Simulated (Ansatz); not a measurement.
Steps of a relaxation of `N[SiH2]O[SiH](N)Cl` with RKS PBE0-D4/def2-TZVP.

```sh
$ ansatz run in.yaml --threads 2 --pin off --events-out ev --progress --plain --max-ram 32768MiB --backend cuda --devices 0, --max-vram 18GiB
```

```yaml
crystal:
  periodic: [false, false, false]
  atoms:
    - {symbol: N, position_ang: [0.882760, 0.567660, -1.715480]}
    - {symbol: Si, position_ang: [1.499030, -0.658980, -0.681100]}
    - {symbol: O, position_ang: [0.532250, -0.702350, 0.630210]}
    - {symbol: Si, position_ang: [-0.892560, -0.430860, 1.320270]}
    - {symbol: N, position_ang: [-1.439890, 1.131290, 0.856530]}
    - {symbol: Cl, position_ang: [-2.283220, -1.698520, 0.621450]}
    - {symbol: H, position_ang: [1.319720, 0.735530, -2.605790]}
    - {symbol: H, position_ang: [-0.117440, 0.673520, -1.789110]}
    - {symbol: H, position_ang: [2.794160, -0.214580, -0.177640]}
    - {symbol: H, position_ang: [1.496900, -2.030730, -1.196240]}
    - {symbol: H, position_ang: [-0.646570, -0.706600, 2.727720]}
    - {symbol: H, position_ang: [-2.361200, 1.440880, 1.117580]}
    - {symbol: H, position_ang: [-0.783930, 1.893750, 0.891610]}
basis:
  gaussian: {orbitals: def2-TZVP}
hamiltonian: {xc: pbe0, dispersion: d4}
relax: {f_tol: 0.005, max_steps: 150}
```

Positions (Å) and forces (eV/Å) along the path, 11 of 63 steps:

```xyz
13
step=1 energy=-33411.7757 eV
N     0.883    0.568   -1.715    0.085   -0.160   -0.009
Si    1.499   -0.659   -0.681   -0.604    0.589    0.163
O     0.532   -0.702    0.630    0.000   -0.009    0.089
Si   -0.893   -0.431    1.320    0.435    0.910   -0.248
N    -1.440    1.131    0.857    0.147   -0.319    0.184
Cl   -2.283   -1.699    0.621   -0.688   -0.647   -0.170
H     1.320    0.736   -2.606    0.070    0.085   -0.090
H    -0.117    0.674   -1.789   -0.065   -0.051    0.020
H     2.794   -0.215   -0.178    0.609   -0.085   -0.111
H     1.497   -2.031   -1.196    0.207   -0.331   -0.280
H    -0.647   -0.707    2.728   -0.210   -0.041    0.472
H    -2.361    1.441    1.118   -0.091   -0.026   -0.029
H    -0.784    1.894    0.892    0.105    0.086    0.009
13
step=3 energy=-33411.8800 eV
N     0.884    0.578   -1.714   -0.010   -0.047    0.011
Si    1.495   -0.645   -0.678    0.033    0.062   -0.081
O     0.538   -0.694    0.649    0.068   -0.047    0.069
Si   -0.890   -0.419    1.344   -0.144    0.100   -0.104
N    -1.436    1.126    0.863    0.077   -0.035    0.105
Cl   -2.331   -1.734    0.688    0.041   -0.006    0.032
H     1.352    0.790   -2.582    0.005    0.017    0.066
H    -0.118    0.656   -1.818    0.020   -0.010   -0.003
H     2.876   -0.277   -0.271   -0.030   -0.007   -0.026
H     1.531   -2.020   -1.249   -0.050    0.012    0.019
H    -0.734   -0.680    2.790   -0.002    0.018   -0.032
H    -2.378    1.420    1.071    0.027   -0.031   -0.030
H    -0.789    1.900    0.907   -0.035   -0.026   -0.026
13
step=14 energy=-33411.9491 eV
N     0.987    0.779   -1.550    0.074    0.008   -0.090
Si    1.319   -0.688   -0.726   -0.012    0.038   -0.030
O     0.607   -0.734    0.754   -0.003   -0.016    0.009
Si   -0.813   -0.420    1.467   -0.031    0.028   -0.015
N    -1.529    0.897    0.664    0.025   -0.046    0.041
Cl   -2.117   -2.008    1.313    0.032    0.042   -0.005
H     1.743    1.379   -1.846   -0.148   -0.100    0.060
H     0.179    0.867   -2.148    0.090    0.011    0.049
H     2.784   -0.746   -0.510   -0.036    0.000   -0.002
H     0.819   -1.868   -1.480    0.015    0.056    0.017
H    -0.562   -0.280    2.917    0.004    0.009   -0.038
H    -2.473    1.189    0.847    0.003    0.006   -0.009
H    -0.945    1.633    0.298   -0.014   -0.037    0.013
13
step=16 energy=-33411.9547 eV
N     1.025    0.806   -1.533    0.147    0.165   -0.086
Si    1.286   -0.693   -0.749    0.012   -0.038   -0.042
O     0.594   -0.765    0.739   -0.018    0.004    0.037
Si   -0.800   -0.415    1.487   -0.035   -0.015    0.016
N    -1.561    0.836    0.628    0.047    0.048   -0.012
Cl   -2.090   -2.020    1.494    0.029    0.026   -0.002
H     1.784    1.462   -1.659   -0.232   -0.156    0.024
H     0.298    0.924   -2.222    0.089   -0.002    0.066
H     2.743   -0.845   -0.531   -0.020   -0.005   -0.008
H     0.711   -1.792   -1.564    0.014    0.029    0.017
H    -0.489   -0.175    2.911   -0.004    0.003   -0.036
H    -2.505    1.130    0.810   -0.003   -0.012    0.004
H    -0.997    1.548    0.189   -0.027   -0.048    0.021
13
step=22 energy=-33411.9528 eV rejected
N     0.976    0.808   -1.513   -0.064    0.060   -0.057
Si    1.270   -0.693   -0.743    0.036   -0.026    0.102
O     0.606   -0.774    0.759    0.043   -0.010   -0.172
Si   -0.787   -0.410    1.507   -0.016   -0.046    0.053
N    -1.501    0.886    0.695    0.394    0.470   -0.580
Cl   -2.081   -2.014    1.508    0.003   -0.024   -0.019
H     1.630    1.574   -1.464   -0.101   -0.083   -0.054
H     0.379    0.855   -2.326    0.129    0.051    0.083
H     2.726   -0.876   -0.534   -0.023   -0.013   -0.002
H     0.676   -1.749   -1.597    0.001    0.002    0.013
H    -0.477   -0.194    2.928   -0.008    0.030    0.086
H    -2.449    1.196    0.802   -0.007   -0.024    0.013
H    -0.969    1.390   -0.022   -0.386   -0.387    0.535
13
step=23 energy=-33411.9604 eV
N     0.984    0.807   -1.523   -0.019   -0.012    0.014
Si    1.273   -0.692   -0.745   -0.010   -0.019    0.022
O     0.602   -0.768    0.753    0.014    0.010   -0.026
Si   -0.789   -0.410    1.508   -0.012   -0.001   -0.019
N    -1.513    0.877    0.684    0.028    0.052   -0.019
Cl   -2.077   -2.018    1.496    0.001   -0.006    0.002
H     1.663    1.549   -1.514   -0.002    0.009   -0.009
H     0.370    0.866   -2.318    0.022    0.006    0.002
H     2.727   -0.873   -0.531    0.003    0.002   -0.003
H     0.682   -1.759   -1.587    0.001    0.003    0.002
H    -0.486   -0.191    2.934    0.002    0.003    0.003
H    -2.464    1.176    0.803    0.008   -0.002    0.002
H    -0.973    1.434    0.041   -0.036   -0.044    0.030
13
step=37 energy=-33411.9903 eV
N     0.770    0.638   -1.624    0.028   -0.035    0.006
Si    1.350   -0.688   -0.695   -0.013    0.037   -0.038
O     0.622   -0.747    0.771   -0.015   -0.012    0.039
Si   -0.807   -0.405    1.461    0.002    0.025   -0.014
N    -1.290    1.141    0.954    0.029   -0.033    0.001
Cl   -2.129   -1.906    0.925   -0.002    0.001   -0.007
H     1.228    1.535   -1.585   -0.002    0.000    0.000
H     0.380    0.467   -2.536   -0.007    0.003    0.007
H     2.799   -0.570   -0.409   -0.007    0.002   -0.002
H     1.032   -1.917   -1.461    0.001    0.005    0.007
H    -0.709   -0.480    2.929    0.002    0.006   -0.006
H    -2.152    1.549    1.277   -0.023   -0.001    0.022
H    -1.093    1.383   -0.007    0.008    0.002   -0.015
13
step=38 energy=-33411.9911 eV
N     0.764    0.617   -1.634   -0.014    0.008   -0.078
Si    1.359   -0.685   -0.686   -0.009    0.004    0.006
O     0.630   -0.741    0.781    0.019   -0.012    0.019
Si   -0.807   -0.405    1.453   -0.008    0.002   -0.041
N    -1.276    1.154    0.977    0.016    0.007    0.006
Cl   -2.131   -1.877    0.840    0.003   -0.008    0.022
H     1.225    1.513   -1.635   -0.019   -0.022   -0.005
H     0.323    0.428   -2.521    0.030    0.023    0.069
H     2.803   -0.527   -0.402    0.011    0.002    0.001
H     1.066   -1.933   -1.428   -0.001   -0.009   -0.003
H    -0.736   -0.511    2.920   -0.012   -0.017    0.007
H    -2.135    1.557    1.315   -0.011    0.013   -0.002
H    -1.085    1.411    0.019   -0.006    0.009    0.000
13
step=52 energy=-33411.9931 eV rejected
N     0.686    0.458   -1.705    0.010    0.017   -0.050
Si    1.421   -0.667   -0.640    0.004    0.008   -0.041
O     0.657   -0.724    0.813    0.002   -0.015    0.009
Si   -0.828   -0.403    1.378   -0.055    0.022   -0.003
N    -1.185    1.241    1.139   -0.006   -0.035   -0.009
Cl   -2.136   -1.677    0.381    0.043    0.037    0.030
H     1.127    1.336   -1.928   -0.045   -0.083    0.016
H     0.046    0.161   -2.425    0.058    0.032    0.063
H     2.811   -0.228   -0.370   -0.035   -0.011   -0.010
H     1.361   -2.025   -1.235    0.004    0.041    0.018
H    -0.939   -0.744    2.808    0.004    0.011   -0.043
H    -2.004    1.645    1.566    0.020   -0.012   -0.013
H    -1.017    1.624    0.219   -0.005   -0.013    0.034
13
step=56 energy=-33411.9937 eV
N     0.686    0.460   -1.703    0.005   -0.013    0.000
Si    1.420   -0.667   -0.641   -0.007    0.009   -0.007
O     0.656   -0.725    0.813    0.009   -0.005    0.005
Si   -0.829   -0.403    1.377   -0.004    0.005    0.002
N    -1.185    1.240    1.137   -0.002   -0.013   -0.001
Cl   -2.132   -1.679    0.387   -0.001    0.003   -0.002
H     1.128    1.335   -1.926   -0.001    0.002   -0.001
H     0.046    0.165   -2.421    0.001    0.004    0.004
H     2.809   -0.230   -0.372    0.000    0.001   -0.001
H     1.358   -2.022   -1.236    0.000    0.000    0.001
H    -0.939   -0.741    2.806    0.000    0.002    0.001
H    -2.007    1.643    1.559    0.000    0.002    0.000
H    -1.012    1.623    0.219    0.001    0.002   -0.001
13
step=63 energy=-33411.9939 eV
N     0.662    0.414   -1.713   -0.002    0.004    0.000
Si    1.435   -0.662   -0.629    0.001   -0.001    0.001
O     0.665   -0.723    0.823   -0.001    0.000   -0.002
Si   -0.832   -0.399    1.353   -0.002    0.001    0.002
N    -1.164    1.256    1.176    0.001   -0.001   -0.001
Cl   -2.120   -1.611    0.262    0.002    0.001    0.001
H     1.096    1.275   -1.998    0.000   -0.002    0.001
H    -0.030    0.101   -2.372    0.000   -0.001    0.000
H     2.802   -0.153   -0.375   -0.001   -0.001    0.000
H     1.439   -2.036   -1.182    0.001    0.001    0.001
H    -0.995   -0.794    2.762    0.000    0.000   -0.002
H    -1.977    1.656    1.616    0.000   -0.001    0.000
H    -0.981    1.678    0.277    0.000    0.000    0.000
```

Hardware: 2 threads of an AMD EPYC 7R13 on a shared host and a share of an NVIDIA H100 80 GB. Wall time 3 min, peak host memory 0.92 GiB.
